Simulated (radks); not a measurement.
Results of a calculation; reference values are marked as such.
Pm2.25+, configuration [Kr] 4d10 4f(up 2.5, down 2.5) 5s2 6s(up 0.5, down 0.5) 5p(up 2.5, down 2.25) (fractional occupations, a model configuration). Code: a radial shooting solver on a logarithmic mesh with Libxc functionals. Model: scalar-relativistic Kohn-Sham, r2SCAN, spin-polarised, spherical densities, finite nucleus; meta-GGA in the generalised Kohn-Sham scheme; Fermi nuclear charge, rms radius 4.962 fm. Some entries of the table are withheld. Estimate them.

orbital  occ.  eigenvalue (hartree)  <r^2> (bohr^2)  <1/r> (bohr^-1)
1s up       1             -1657.814       0.0007320            67.41
1s down     1             -1657.813       0.0007320            67.41
2s up       1             -270.9648         0.01156            15.61
2s down     1             -270.9647         0.01156            15.61
2p up       3             -241.9470        0.009264            14.67
2p down     3             -241.9463        0.009264            14.67
3s up       1             -59.98381         0.07728            5.712
3s down     1             -59.98348         0.07728            5.712
3p up       3             -50.82174         0.07743            5.384
3p down     3             -50.82124         0.07743            5.384
3d up       5             -38.27030         0.06565            5.101
3d down     5             -38.26972         0.06565            5.101
4s up       1             -12.68933          0.3972            2.380
4s down     1             -12.68820          0.3972            2.380
4p up       3              -9.66833          0.4485            2.193
4p down     3              -9.66729          0.4485            2.192
4d up       5              -5.38561          0.5510            1.920
4d down     5              -5.38424          0.5506            1.920
5s up       1              -2.35667           2.273           0.9260
5s down     1              -2.34411           2.272           0.9267
5p up     2.5              -1.60926           3.009              (1)
5p down  2.25              -1.59732           3.016              (2)
4f up     2.5                   (3)           1.280              (4)
4f down   2.5                   (5)           1.275              (6)
6s up     0.5              -0.63077           13.31           0.3658
6s down   0.5              -0.63051           13.33           0.3651

Answer. 
(1) 5p up <1/r> (bohr^-1): 0.7966
(2) 5p down <1/r> (bohr^-1): 0.7960
(3) 4f up eigenvalue (hartree): -0.84482
(4) 4f up <1/r> (bohr^-1): 1.341
(5) 4f down eigenvalue (hartree): -0.84114
(6) 4f down <1/r> (bohr^-1): 1.343
